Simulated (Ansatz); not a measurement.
Species: BHBr2, charge 0, singlet. BHBr2 (SMILES BrBBr).
B3LYP-D3(BJ)/def2-TZVP minimum from Ansatz (an electronic-structure program):
```
B
H 1 1.1800
Br 1 1.9017 2 119.19
Br 1 1.9017 2 119.19 3 -180.00
```

Total energies in cc-pVTZ, 18 correlated electrons, 29 frozen orbitals. Open shells are spin-unrestricted; no spin-orbit coupling. Correlated methods leave the cores frozen (noble-gas shells, and filled d and f shells in the p block). No relativity. Spin-orbit terms, left out, reach several kcal/mol for Br and I, and more for heavier atoms.

```
method    program  energy (Eh)  minus CCSDT(Q) (mEh)
--------  -------  -----------  --------------------
HF         Ansatz  -5170.26289                475.26
MP2        Ansatz  -5170.68240                 55.75
CCSD       Ansatz  -5170.71656                 21.59
CCSD(T)    Ansatz  -5170.73625                  1.90
CCSDT(Q)   Ansatz  -5170.73815                  0.00
```

Rough core times of Ansatz's runs on a shared machine: CCSD(T) under 20 s, CCSDT(Q) 10 min.
